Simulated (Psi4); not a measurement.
C₅H₁₂, triplet, at the geometry of the source list (a higher spin typed on purpose: for a closed-shell molecule this is an excited state), with bond 16-5 at 2.0 times its length; B3LYP/STO-3G in Psi4.

The Psi4 input:
```
memory 2 GB

molecule {
0 3
C    -0.34720000   -0.45630000    1.41800000
C     0.00000000   -0.00000000   -0.00000000
C     0.13620000    1.52320000   -0.02650000
C    -1.11060000   -0.42940000   -0.96000000
C     1.32160000   -0.63760000   -0.43150000
H    -1.28560000   -0.01290000    1.74410000
H    -0.44850000   -1.53870000    1.45810000
H     0.43180000   -0.16000000    2.11730000
H     0.38330000    1.86840000   -1.02820000
H    -0.79500000    1.99640000    0.27780000
H     0.92240000    1.84940000    0.65100000
H    -2.06060000    0.01440000   -0.66980000
H    -1.22350000   -1.51140000   -0.95580000
H    -0.88220000   -0.11370000   -1.97580000
H     1.24540000   -1.72280000   -0.41930000
H     2.93000000   -0.05040000    0.91110000
H     1.58670000   -0.32500000   -1.43930000
}

set {
  basis sto-3g
  reference uks
  guess sapgau
}

energy('b3lyp')
print_variables()
```

It wrote (shortened):

```
   => Loading Basis Set <=

    Name: STO-3G
    Role: ORBITAL
    Keyword: BASIS

         ---------------------------------------------------------
                                   SCF
               by Justin Turney, Rob Parrish, Andy Simmonett
                          and Daniel G. A. Smith
                              UKS Reference
         ---------------------------------------------------------

  ==> Geometry <==

    Molecular point group: c1
    Full point group: C1

    Geometry (in Angstrom), charge = 0, multiplicity = 3:

       Center              X                  Y                   Z               Mass
    ------------   -----------------  -----------------  -----------------  -----------------
         C           -0.358442183965    -0.460389086738     1.408617068046    12.000000000000
         C           -0.011242183965    -0.004089086738    -0.009382931954    12.000000000000
         C            0.124957816035     1.519110913262    -0.035882931954    12.000000000000
         C           -1.121842183965    -0.433489086738    -0.969382931954    12.000000000000
         C            1.310357816035    -0.641689086738    -0.440882931954    12.000000000000
         H           -1.296842183965    -0.016989086738     1.734717068046     1.007825032230
         H           -0.459742183965    -1.542789086738     1.448717068046     1.007825032230
         H            0.420557816035    -0.164089086738     2.107917068046     1.007825032230
         H            0.372057816035     1.864310913262    -1.037582931954     1.007825032230
         H           -0.806242183965     1.992310913262     0.268417068046     1.007825032230
         H            0.911157816035     1.845310913262     0.641617068046     1.007825032230
         H           -2.071842183965     0.010310913262    -0.679182931954     1.007825032230
         H           -1.234742183965    -1.515489086738    -0.965182931954     1.007825032230
         H           -0.893442183965    -0.117789086738    -1.985182931954     1.007825032230
         H            1.234157816035    -1.726889086738    -0.428682931954     1.007825032230
         H            2.918757816035    -0.054489086738     0.901717068046     1.007825032230
         H            1.575457816035    -0.329089086738    -1.448682931954     1.007825032230

  Running in c1 symmetry.

  Rotational constants: A =      0.15019  B =      0.14352  C =      0.14295 [cm^-1]
[...]
      Ntotal   =   42.0000180098 ; deviation = 1.801e-05

   @Spin Contamination Metric:   2.362099505E-03
   @S^2 Expected:                2.000000000E+00
   @S^2 Observed:                2.002362100E+00
   @S   Expected:                1.000000000E+00
   @S   Observed:                1.000000000E+00

    Orbital Energies [Eh]
    ---------------------

    Alpha Occupied:

[...]
      22A     -0.124008

    Alpha Virtual:

[...]
    Beta Occupied:

[...]
    Beta Virtual:

[...]
    Final Occupation by Irrep:
              A
    DOCC [    20 ]
    SOCC [     2 ]
    NA   [    22 ]
    NB   [    20 ]

  @DF-UKS Final Energy:  -195.18511587300299

   => Energetics <=

    Nuclear Repulsion Energy =            196.3712433503299337
    One-Electron Energy =                -651.0061599749139987
    Two-Electron Energy =                 285.0880855811830656
    DFT Exchange-Correlation Energy =     -25.6382848296019255
    Empirical Dispersion Energy =           0.0000000000000000
    VV10 Nonlocal Energy =                  0.0000000000000000
    Total Energy =                       -195.1851158730029567

  UHF NO Occupations:
  HONO-2 :   20  A 1.9995858
  HONO-1 :   21  A 1.0000000
  HONO-0 :   22  A 1.0000000
  LUNO+0 :   23  A 0.0004142
  LUNO+1 :   24  A 0.0003516
  LUNO+2 :   25  A 0.0003470
  LUNO+3 :   26  A 0.0000607

Computation Completed

Properties will be evaluated at   0.000000,   0.000000,   0.000000 [a0]

Properties computed using the SCF density matrix

 Multipole Moments:

 ------------------------------------------------------------------------------------
     Multipole            Electronic (a.u.)      Nuclear  (a.u.)        Total (a.u.)
 ------------------------------------------------------------------------------------

 L = 1.  Multiply by 2.5417464519 to convert [e a0] to [Debye]
 Dipole X            :         -0.8028946            0.6274425           -0.1754521
 Dipole Y            :         -0.2572528            0.2293341           -0.0279188
 Dipole Z            :         -0.6206396            0.5236750           -0.0969646
 Magnitude           :                                                    0.2023982

 ------------------------------------------------------------------------------------

  Variable Map:
  ----------------------------------------------------------------------------
[...]
  Array Variable Map:
  ----------------------------------------------------------------------------
[...]
[...]
```
